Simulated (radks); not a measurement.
Fractional charge and spin in the 4s shell of germanium: the spin-up occupation runs from 0 to 1 and the spin-down occupation from 0 to 1; the fullest corner is Ge, [Ar] 3d10 4p(up 1, down 1) 4s(up 1, down 1). All-electron calculation, non-relativistic Kohn-Sham, SCAN, spin-polarised, spherical densities, point nucleus; meta-GGA in the generalised Kohn-Sham scheme. Program: a radial shooting solver on a logarithmic mesh with Libxc functionals. Energy (eV) above the fullest corner. The planes named below are the two flat planes that join the four corners, with an edge along up + down = one added electron.

down \ up,0,0.25,0.5,0.75,1
0,41.735,34.354,27.566,21.350,15.641
0.25,34.354,27.679,21.565,16.023,10.983
0.5,27.566,21.565,16.125,11.231,6.815
0.75,21.350,16.023,11.231,6.966,3.190
1,15.641,10.983,6.815,3.190,0.000

Corners above the fullest one (they belong to Ge+ and the next ion): (up 1, down 0) 15.641 eV, (up 0, down 1) 15.641 eV, (up 0, down 0) 41.735 eV. With half an added electron in each spin the energy lies 0.484 eV from the planes, and with half an added electron in spin up alone -1.122 eV. The planes are only a guide here: the flat-plane condition holds for ground states with one frontier orbital, while this shell lies below other occupied shells, so the corners above the fullest one are inner-hole states and not the ground states of those ions.
